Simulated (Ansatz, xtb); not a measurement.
## A geometry optimisation of H9NSi4 with r2SCAN-D4/def2-SVP

The starting geometry of this gas-phase singlet has its atoms placed at random.

```yaml
atoms:
  - { symbol: N, position_ang: [1.7992, 0.7285, -1.3209] }
  - { symbol: Si, position_ang: [0.2322, -0.1718, -1.5743] }
  - { symbol: Si, position_ang: [0.4804, -2.1352, 0.9816] }
  - { symbol: Si, position_ang: [0.1160, 2.1785, 1.6475] }
  - { symbol: Si, position_ang: [-0.4035, 0.1643, 1.4956] }
  - { symbol: H, position_ang: [1.5765, 1.5835, 0.9598] }
  - { symbol: H, position_ang: [-0.8539, 0.3611, -1.0364] }
  - { symbol: H, position_ang: [-1.2040, -1.4472, 0.9817] }
  - { symbol: H, position_ang: [0.9052, 0.8206, -1.8757] }
  - { symbol: H, position_ang: [-1.2315, 0.9835, 0.4591] }
  - { symbol: H, position_ang: [1.6303, -1.8186, -0.1929] }
  - { symbol: H, position_ang: [0.7776, -0.5220, 0.7871] }
  - { symbol: H, position_ang: [-1.0811, 0.6870, -2.6308] }
  - { symbol: H, position_ang: [0.8955, -1.4708, 2.2022] }
```

Question: Guess where an optimisation with r2SCAN-D4/def2-SVP ends from this start.

Answer: It ends as a structure given below by its coordinates. Distances that change by over a tenth: Si2–H7 (1.32 → 1.49 Å), Si3–H8 (1.82 → 4.28 Å), Si4–Si5 (2.09 → 2.35 Å), Si4–H6 (1.72 → 1.50 Å). Contacts that open: Si2–H9 (1.24 → 2.39 Å), Si3–Si5 (2.52 → 4.54 Å), Si3–H12 (1.65 → 4.05 Å), Si3–H14 (1.45 → 6.01 Å), Si5–H10 (1.56 → 3.20 Å). Contacts that close: N1–Si3 (3.90 → 1.74 Å), Si2–Si4 (3.99 → 2.35 Å), Si2–H13 (1.89 → 1.50 Å), Si4–H10 (2.16 → 1.50 Å), Si5–H8 (1.87 → 1.50 Å), Si5–H14 (2.20 → 1.49 Å).

The energy falls by 16.43 eV over 79 steps:

```json
{"step": "1", "E − E(last) (eV)": "16.434"}
{"step": "10", "E − E(last) (eV)": "5.097"}
{"step": "18", "E − E(last) (eV)": "4.515"}
{"step": "27", "E − E(last) (eV)": "3.330"}
{"step": "36", "E − E(last) (eV)": "1.029"}
{"step": "44", "E − E(last) (eV)": "0.131"}
{"step": "53", "E − E(last) (eV)": "0.032"}
{"step": "62", "E − E(last) (eV)": "0.003"}
{"step": "70", "E − E(last) (eV)": "0.001"}
{"step": "79", "E − E(last) (eV)": "0.000"}
```

Final geometry (Å):

```xyz
14

N     1.0691   -0.5029   -1.5410
Si   -0.2183    0.6989   -1.3592
Si    0.8529   -2.1988   -1.8874
Si   -0.2342    1.4447    0.8714
Si   -0.0662   -0.4727    2.2151
H     0.9370    2.3430    1.1325
H    -1.4960   -0.0075   -1.6684
H    -1.1315   -1.4485    1.8287
H     2.0163   -0.1490   -1.3923
H    -1.4883    2.2045    1.1765
H     2.3569   -2.5325   -1.8268
H     1.2672   -1.1122    1.9896
H    -0.0221    1.8264   -2.3240
H    -0.2040   -0.1523    3.6686
```

From the same start GFN2-xTB ends elsewhere, differing in N1–Si4 (1.77 against 3.36 Å here), Si2–Si3 (2.46 against 3.13 Å here), Si2–Si4 (3.16 against 2.35 Å here), Si2–H11 (1.45 against 4.16 Å here), Si3–H11 (2.88 against 1.54 Å here), Si3–H12 (1.48 against 4.05 Å here).

From so rough a start the end depends on the optimiser's path, so another program may land elsewhere. No frequencies were run, so the end isn't proven a minimum. Run with Ansatz 0.2.0, 5.7 min on 2 threads of Arm Neoverse V2 (shared host).
